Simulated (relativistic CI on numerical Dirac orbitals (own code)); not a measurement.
## Co4+ in a cubic cluster: 1s photoemission with charge transfer

Computed with a charge-transfer multiplet model of a cubic metal-ligand cluster with up to 2 ligand holes, Slater and spin-orbit integrals from Dirac-Coulomb-Breit ions, Slater integrals scaled by 0.9. The parameters are those of a tetrahedral site (10Dq negative, t2 hopping the larger). The ground state mixes d5 with configurations of k ligand holes L, whose averages lie at kΔ + k(k − 1)U_dd/2; a core hole lowers each added d electron by U_cd. 300 K, Lorentzian 1.1 eV and Gaussian 0.6 eV FWHM.

Atomic integrals in eV (Slater integrals scaled, ζ unscaled), ground: F2dd 12.224, F4dd 7.677, zeta_d 0.080; with the core hole: F2dd 13.651, F4dd 8.604, zeta_d 0.111, G2cd 0.082.

Cluster parameters (eV): Δ = -0.5, U_cd = 8, 10Dq = -0.25, 10Dq(ligand) = 0, V(eg) = 1.07, V(t2g) = -1.83, final-state hopping factor = 1.

```tsv
Case	n_d	d5	d6L	d7L2	S
U_dd = 6.5 eV	5.47	0.57	0.39	0.04	2.50
U_dd = 7.2 eV	5.46	0.58	0.39	0.03	2.50
U_dd = 8.6 eV	5.44	0.59	0.38	0.03	2.50
```

Weights, n_d and S are thermal averages at 300 K. Binding energies count from the first peak over 30 % of the highest in each spectrum, which can be another peak from case to case. The parameters are a model scan and need not match a compound or its usual spin state. Peaks in eV (height, largest 100):
- U_dd = 6.5 eV: 0.0 (100), 6.2 (20), 8.1 (34), 12.4 (14)
- U_dd = 7.2 eV: 0.0 (100), 6.6 (21), 8.3 (30), 12.3 (13)
- U_dd = 8.6 eV: 0.0 (100), 7.3 (24), 8.9 (23), 12.2 (9)

For the case U_dd = 7.2 eV, Δ = -0.5 eV is smaller than U_dd = 7.2 eV, the charge-transfer side of the Zaanen-Sawatzky-Allen scheme (negative Δ: between configuration averages a ligand hole costs less than the nominal valence; multiplet and field energies can change this for the lowest states). With the core hole the average of the configuration with one ligand hole lies at Δ − U_cd = -8.5 eV before mixing: it lies below the unscreened one, so the lowest final states are mostly screened and the unscreened weight appears at higher binding energy as a satellite.

With at most 2 ligand holes the space is cut while the next configuration still counts, so covalency is underestimated, and a final configuration with one more ligand hole, which can lie low, is missing from the spectra.
